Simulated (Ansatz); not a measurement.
A short molecular-dynamics run on C₄H₁₁Al, SMILES `C[CH2][Al]([CH3])[CH3]`.

```yaml
crystal:
  periodic: [false, false, false]
  atoms:
    - {symbol: C, position_ang: [1.098864, 1.367145, -1.544521]}
    - {symbol: C, position_ang: [1.077613, -0.048741, -0.970929]}
    - {symbol: Al, position_ang: [-0.264678, -0.423079, 0.416601]}
    - {symbol: C, position_ang: [-0.432236, -2.240758, 1.128113]}
    - {symbol: C, position_ang: [-1.420332, 1.021417, 1.061690]}
    - {symbol: H, position_ang: [1.879123, 1.501917, -2.300482]}
    - {symbol: H, position_ang: [1.272815, 2.115664, -0.766231]}
    - {symbol: H, position_ang: [0.146893, 1.625538, -2.017088]}
    - {symbol: H, position_ang: [2.061827, -0.300156, -0.550382]}
    - {symbol: H, position_ang: [0.940746, -0.782781, -1.777273]}
    - {symbol: H, position_ang: [-0.752000, -2.252123, 2.174220]}
    - {symbol: H, position_ang: [-1.193664, -2.794696, 0.564787]}
    - {symbol: H, position_ang: [0.495337, -2.814500, 1.048168]}
    - {symbol: H, position_ang: [-0.834978, 1.753743, 1.630768]}
    - {symbol: H, position_ang: [-2.224965, 0.671957, 1.713489]}
    - {symbol: H, position_ang: [-1.873266, 1.576749, 0.233568]}
basis:
  gaussian: {orbitals: "6-31G*"}
hamiltonian: {xc: {name: BLYP}}
md: {timestep: 1 fs, n_steps: 50, ensemble: nve, temperature: 300, initial_velocities: maxwell_boltzmann, seed: 325}
```

```sh
$ ansatz run in.yaml --threads 4 --pin off --events-out ev --progress --plain --max-ram 10444MiB
```

| step | time (fs) | potential energy (eV) | kinetic (eV) | T (K) | conserved (eV) |
| --- | --- | --- | --- | --- | --- |
| 0 | 0.0 | -10921.2669 | 0.5429 | 300 | -10920.7240 |
| 1 | 1.0 | -10921.2195 | 0.4983 | 275 | -10920.7212 |
| 2 | 2.0 | -10921.1155 | 0.4013 | 222 | -10920.7143 |
| 3 | 3.0 | -10921.0537 | 0.3406 | 188 | -10920.7132 |
| 4 | 4.0 | -10921.0543 | 0.3375 | 187 | -10920.7167 |
| 5 | 5.0 | -10921.0663 | 0.3475 | 192 | -10920.7188 |
| 6 | 6.0 | -10921.0528 | 0.3338 | 184 | -10920.7190 |
| 7 | 7.0 | -10921.0093 | 0.2920 | 161 | -10920.7172 |
| 8 | 8.0 | -10920.9658 | 0.2523 | 139 | -10920.7135 |
| 9 | 9.0 | -10920.9784 | 0.2662 | 147 | -10920.7121 |
| 10 | 10.0 | -10921.0637 | 0.3468 | 192 | -10920.7169 |
| 11 | 11.0 | -10921.1517 | 0.4289 | 237 | -10920.7228 |
| 12 | 12.0 | -10921.1586 | 0.4364 | 241 | -10920.7222 |
| 13 | 13.0 | -10921.0949 | 0.3792 | 210 | -10920.7157 |
| 14 | 14.0 | -10921.0531 | 0.3401 | 188 | -10920.7130 |
| 15 | 15.0 | -10921.0740 | 0.3574 | 197 | -10920.7166 |
| 16 | 16.0 | -10921.1085 | 0.3888 | 215 | -10920.7197 |
| 17 | 17.0 | -10921.1060 | 0.3858 | 213 | -10920.7202 |
| 18 | 18.0 | -10921.0560 | 0.3376 | 187 | -10920.7184 |
| 19 | 19.0 | -10920.9882 | 0.2738 | 151 | -10920.7144 |
| 20 | 20.0 | -10920.9624 | 0.2501 | 138 | -10920.7123 |
| 21 | 21.0 | -10921.0079 | 0.2921 | 161 | -10920.7158 |
| 22 | 22.0 | -10921.0727 | 0.3514 | 194 | -10920.7213 |
| 23 | 23.0 | -10921.0790 | 0.3571 | 197 | -10920.7219 |
| 24 | 24.0 | -10921.0211 | 0.3048 | 168 | -10920.7163 |
| 25 | 25.0 | -10920.9801 | 0.2677 | 148 | -10920.7124 |
| 26 | 26.0 | -10921.0126 | 0.2970 | 164 | -10920.7156 |
| 27 | 27.0 | -10921.0750 | 0.3553 | 196 | -10920.7197 |
| 28 | 28.0 | -10921.1034 | 0.3828 | 212 | -10920.7206 |
| 29 | 29.0 | -10921.0790 | 0.3600 | 199 | -10920.7190 |
| 30 | 30.0 | -10921.0269 | 0.3115 | 172 | -10920.7154 |
| 31 | 31.0 | -10921.0012 | 0.2882 | 159 | -10920.7131 |
| 32 | 32.0 | -10921.0357 | 0.3203 | 177 | -10920.7154 |
| 33 | 33.0 | -10921.0947 | 0.3743 | 207 | -10920.7204 |
| 34 | 34.0 | -10921.1058 | 0.3836 | 212 | -10920.7222 |
| 35 | 35.0 | -10921.0469 | 0.3292 | 182 | -10920.7177 |
| 36 | 36.0 | -10920.9854 | 0.2727 | 151 | -10920.7127 |
| 37 | 37.0 | -10920.9919 | 0.2771 | 153 | -10920.7148 |
| 38 | 38.0 | -10921.0392 | 0.3201 | 177 | -10920.7191 |
| 39 | 39.0 | -10921.0627 | 0.3425 | 189 | -10920.7201 |
| 40 | 40.0 | -10921.0407 | 0.3220 | 178 | -10920.7187 |
| 41 | 41.0 | -10920.9942 | 0.2784 | 154 | -10920.7158 |
| 42 | 42.0 | -10920.9688 | 0.2553 | 141 | -10920.7135 |
| 43 | 43.0 | -10920.9967 | 0.2816 | 156 | -10920.7151 |
| 44 | 44.0 | -10921.0542 | 0.3349 | 185 | -10920.7193 |
| 45 | 45.0 | -10921.0803 | 0.3588 | 198 | -10920.7215 |
| 46 | 46.0 | -10921.0463 | 0.3279 | 181 | -10920.7184 |
| 47 | 47.0 | -10921.0002 | 0.2868 | 159 | -10920.7134 |
| 48 | 48.0 | -10921.0125 | 0.2983 | 165 | -10920.7143 |
| 49 | 49.0 | -10921.0720 | 0.3534 | 195 | -10920.7186 |
| 50 | 50.0 | -10921.1151 | 0.3950 | 218 | -10920.7201 |

Velocities are drawn at the set temperature; a run this short doesn't reach equilibrium.

Frames (Å, forces in eV/Å):

```xyz
16
time=0.0 fs
C     1.099    1.367   -1.545    0.016    0.159   -0.078
C     1.078   -0.049   -0.971   -0.050   -0.190    0.119
Al   -0.265   -0.423    0.417   -0.015   -0.011    0.020
C    -0.432   -2.241    1.128    0.015    0.045   -0.013
C    -1.420    1.021    1.062    0.003   -0.049   -0.006
H     1.879    1.502   -2.300    0.272    0.075   -0.274
H     1.273    2.116   -0.766    0.075    0.264    0.236
H     0.147    1.626   -2.017   -0.301    0.101   -0.177
H     2.062   -0.300   -0.550    0.332   -0.076    0.108
H     0.941   -0.783   -1.777   -0.018   -0.227   -0.275
H    -0.752   -2.252    2.174   -0.094   -0.039    0.334
H    -1.194   -2.795    0.565   -0.238   -0.201   -0.157
H     0.495   -2.814    1.048    0.279   -0.212   -0.006
H    -0.835    1.754    1.631    0.154    0.246    0.192
H    -2.225    0.672    1.713   -0.270   -0.074    0.212
H    -1.873    1.577    0.234   -0.162    0.187   -0.235
16
time=5.0 fs
C     1.107    1.347   -1.524   -0.424    2.010   -0.443
C     1.081   -0.040   -0.989    0.001   -1.945    0.498
Al   -0.260   -0.432    0.402   -0.203    0.839    0.112
C    -0.415   -2.208    1.130   -0.309   -2.034    1.144
C    -1.440    1.030    1.054   -0.722    0.207    0.584
H     1.829    1.573   -2.347   -0.195   -0.295    0.150
H     1.365    2.060   -0.702   -0.034   -0.136   -0.286
H     0.088    1.687   -1.872    0.658   -0.214    0.034
H     2.045   -0.334   -0.511    0.011    0.050   -0.300
H     0.874   -0.852   -1.741    0.319    0.491   -0.024
H    -0.667   -2.314    2.232    0.004    0.509   -0.717
H    -1.259   -2.768    0.633    0.317    0.336    0.109
H     0.451   -2.913    1.049   -0.117    0.455   -0.333
H    -0.831    1.765    1.656   -0.361   -0.324   -0.346
H    -2.270    0.667    1.742    0.706    0.269   -0.496
H    -1.951    1.618    0.247    0.349   -0.218    0.315
16
time=10.0 fs
C     1.110    1.361   -1.510    0.571    0.498    0.129
C     1.081   -0.064   -0.998    0.912   -0.881    1.042
Al   -0.256   -0.435    0.388   -0.394    0.893    0.355
C    -0.403   -2.208    1.148    0.127   -0.837   -0.341
C    -1.468    1.041    1.054    0.739   -0.574   -0.600
H     1.760    1.584   -2.379    0.017   -0.237    0.006
H     1.457    1.996   -0.682    0.143    0.302   -0.005
H     0.116    1.721   -1.737   -0.690    0.262   -0.375
H     2.078   -0.368   -0.518   -0.760    0.258   -0.637
H     0.872   -0.842   -1.737    0.166   -0.143   -0.656
H    -0.592   -2.273    2.206   -0.202    0.275    1.044
H    -1.285   -2.689    0.708   -0.412   -0.150   -0.264
H     0.407   -2.932    0.977    0.312    0.088   -0.251
H    -0.874    1.740    1.633    0.463    0.502    0.348
H    -2.229    0.687    1.718   -0.850   -0.509    0.744
H    -1.972    1.634    0.295   -0.144    0.251   -0.541
16
time=15.0 fs
C     1.117    1.387   -1.493   -0.653   -0.204    0.371
C     1.089   -0.104   -0.995   -1.021    0.539   -1.390
Al   -0.256   -0.430    0.377   -0.548    0.356    0.565
C    -0.392   -2.227    1.167   -0.826    0.024    0.526
C    -1.489    1.043    1.048   -0.283    0.044    0.743
H     1.694    1.542   -2.417    0.108   -0.004   -0.043
H     1.573    1.989   -0.680   -0.094    0.170   -0.304
H     0.074    1.786   -1.667    0.768   -0.207    0.061
H     2.051   -0.376   -0.620    1.266   -0.355    0.457
H     0.912   -0.826   -1.843    0.023    0.404    0.303
H    -0.542   -2.175    2.299    0.332   -0.326   -1.078
H    -1.360   -2.625    0.748    0.443   -0.046    0.308
H     0.415   -2.920    0.856   -0.151    0.056    0.370
H    -0.861    1.777    1.648   -0.433   -0.495   -0.366
H    -2.286    0.643    1.778    0.851    0.489   -0.897
H    -1.999    1.671    0.269    0.219   -0.445    0.374
16
time=20.0 fs
C     1.119    1.407   -1.470    1.295   -1.145   -0.274
C     1.089   -0.135   -1.011    1.860    1.207   -0.048
Al   -0.261   -0.422    0.371   -0.442   -0.209    0.598
C    -0.394   -2.245    1.190    0.036    0.995   -1.479
C    -1.509    1.044    1.051    1.452   -0.406   -1.120
H     1.650    1.500   -2.453   -0.181    0.105    0.437
H     1.671    2.023   -0.735   -0.133   -0.022   -0.073
H     0.132    1.828   -1.597   -0.703    0.248   -0.051
H     2.178   -0.429   -0.664   -1.677    0.414   -0.354
H     0.954   -0.747   -1.914   -0.245   -0.252   -0.110
H    -0.431   -2.138    2.252    0.104   -0.325    1.185
H    -1.373   -2.588    0.839   -0.267   -0.486    0.048
H     0.403   -2.902    0.810   -0.075   -0.170    0.319
H    -0.904    1.747    1.615    0.418    0.485    0.419
H    -2.237    0.661    1.715   -1.165   -0.614    0.949
H    -1.999    1.639    0.284   -0.277    0.174   -0.447
16
time=25.0 fs
C     1.136    1.409   -1.450   -0.480   -0.388   -0.040
C     1.112   -0.142   -1.034   -2.292    2.035   -1.114
Al   -0.270   -0.415    0.371   -0.166   -0.493    0.303
C    -0.398   -2.244    1.196   -0.228    0.650    0.842
C    -1.510    1.038    1.042   -0.406   -0.211    0.554
H     1.584    1.482   -2.437    0.233    0.232   -0.609
H     1.745    2.057   -0.802   -0.016   -0.151    0.326
H     0.118    1.890   -1.528    0.588   -0.458    0.117
H     2.070   -0.427   -0.744    2.178   -0.657    0.852
H     0.942   -0.703   -1.984   -0.274   -0.068    0.376
H    -0.296   -2.184    2.332   -0.233   -0.160   -0.999
H    -1.412   -2.647    0.957    0.356   -0.123    0.225
H     0.379   -2.927    0.829   -0.026   -0.177   -0.078
H    -0.902    1.777    1.637   -0.423   -0.320   -0.291
H    -2.317    0.614    1.747    0.949    0.494   -0.790
H    -2.035    1.616    0.241    0.239   -0.204    0.325
16
time=30.0 fs
C     1.151    1.402   -1.436    1.201    0.075   -1.263
C     1.113   -0.116   -1.069    1.022    0.125    1.103
Al   -0.280   -0.413    0.373    0.163   -0.551    0.087
C    -0.406   -2.232    1.210    0.228   -0.775   -0.489
C    -1.513    1.026    1.037    0.874    0.034   -0.851
H     1.548    1.514   -2.492   -0.208    0.121    0.697
H     1.805    2.048   -0.807   -0.157   -0.451    0.064
H     0.173    1.878   -1.439   -0.532    0.110    0.023
H     2.178   -0.493   -0.720   -1.696    0.556   -0.605
H     0.873   -0.686   -1.987    0.014   -0.140    0.141
H    -0.205   -2.257    2.280   -0.020    0.366    0.729
H    -1.393   -2.737    1.113    0.080    0.245   -0.109
H     0.343   -2.980    0.834   -0.301    0.439   -0.225
H    -0.958    1.771    1.622    0.148    0.245    0.099
H    -2.270    0.628    1.676   -0.837   -0.562    0.799
H    -2.036    1.568    0.237    0.020    0.162   -0.199
16
time=35.0 fs
C     1.182    1.396   -1.441   -0.953    0.527    0.221
C     1.123   -0.084   -1.088   -2.370   -0.059    0.364
Al   -0.289   -0.415    0.376    0.401   -0.449   -0.026
C    -0.410   -2.231    1.222    0.075   -0.303    0.903
C    -1.506    1.013    1.024   -0.703   -0.172    0.523
H     1.491    1.581   -2.459    0.405    0.165   -0.784
H     1.847    1.957   -0.780    0.222    0.158    0.231
H     0.169    1.867   -1.343    0.458   -0.022   -0.098
H     2.049   -0.480   -0.782    1.706   -0.662    0.439
H     0.798   -0.697   -1.953    0.036    0.039   -0.043
H    -0.124   -2.253    2.314   -0.013    0.401   -0.476
H    -1.366   -2.779    1.250   -0.420    0.331   -0.248
H     0.267   -2.964    0.779    0.480   -0.153   -0.389
H    -0.999    1.802    1.617    0.013   -0.137   -0.081
H    -2.311    0.573    1.697    0.658    0.362   -0.564
H    -2.027    1.545    0.204    0.004   -0.027    0.030
16
time=40.0 fs
C     1.202    1.402   -1.448    0.428    1.102   -0.201
C     1.102   -0.059   -1.095    0.388   -2.116    0.898
Al   -0.294   -0.422    0.378    0.518   -0.354   -0.024
C    -0.411   -2.239    1.245    0.197   -0.432   -0.525
C    -1.508    0.998    1.014    0.123    0.661   -0.343
H     1.498    1.668   -2.510    0.012   -0.338    0.782
H     1.913    1.882   -0.728   -0.260    0.078   -0.534
H     0.224    1.870   -1.269   -0.085    0.425   -0.166
H     2.116   -0.542   -0.808   -1.131    0.636   -0.392
H     0.735   -0.700   -1.930    0.106    0.199   -0.068
H    -0.040   -2.166    2.291    0.124   -0.078   -0.184
H    -1.408   -2.740    1.329    0.293    0.378   -0.174
H     0.257   -2.946    0.666   -0.390    0.369    0.622
H    -1.025    1.814    1.601    0.014   -0.266   -0.131
H    -2.276    0.560    1.652   -0.376   -0.111    0.238
H    -2.019    1.520    0.171    0.041   -0.152    0.202
16
time=45.0 fs
C     1.225    1.426   -1.455   -0.739   -0.043    1.099
C     1.079   -0.067   -1.087   -0.643   -0.310    0.096
Al   -0.295   -0.431    0.381    0.448   -0.277   -0.014
C    -0.410   -2.250    1.260    0.180    1.672   -0.373
C    -1.510    0.992    1.001   -0.395   -0.552    0.147
H     1.527    1.693   -2.458    0.257   -0.162   -0.761
H     1.953    1.841   -0.761    0.418    0.476    0.208
H     0.278    1.958   -1.235    0.092    0.130   -0.252
H     2.055   -0.521   -0.881    0.263   -0.131    0.119
H     0.689   -0.666   -1.930   -0.076   -0.011   -0.274
H     0.075   -2.088    2.236   -0.058   -0.329    0.229
H    -1.422   -2.629    1.374   -0.318   -0.271    0.174
H     0.202   -2.891    0.650    0.421   -0.931   -0.243
H    -1.036    1.790    1.574    0.257    0.297    0.264
H    -2.298    0.535    1.640    0.142    0.202   -0.097
H    -2.014    1.476    0.161   -0.250    0.239   -0.322
16
time=50.0 fs
C     1.240    1.453   -1.445    0.600    0.104    0.224
C     1.041   -0.082   -1.077    0.076    0.573   -0.630
Al   -0.292   -0.443    0.383    0.299   -0.162   -0.032
C    -0.403   -2.237    1.264    0.622    0.184   -0.504
C    -1.517    0.981    0.987   -0.460    0.483    0.049
H     1.591    1.663   -2.497   -0.330   -0.373    0.554
H     2.044    1.884   -0.787   -0.425   -0.203   -0.253
H     0.342    2.079   -1.256    0.099   -0.241   -0.178
H     2.053   -0.528   -0.935   -0.345   -0.027    0.097
H     0.635   -0.623   -1.975    0.092    0.176    0.253
H     0.168   -2.087    2.222   -0.511   -0.383   -0.262
H    -1.458   -2.560    1.449    0.671   -0.072    0.094
H     0.181   -2.979    0.640   -0.650    0.283    0.620
H    -1.009    1.798    1.579   -0.359   -0.478   -0.417
H    -2.318    0.540    1.630    0.285    0.263   -0.142
H    -2.043    1.467    0.116    0.337   -0.127    0.526
```

It took 65 s on 4 threads of an Arm Neoverse V1 on a shared host, with 0.15 GiB of host memory at the peak.
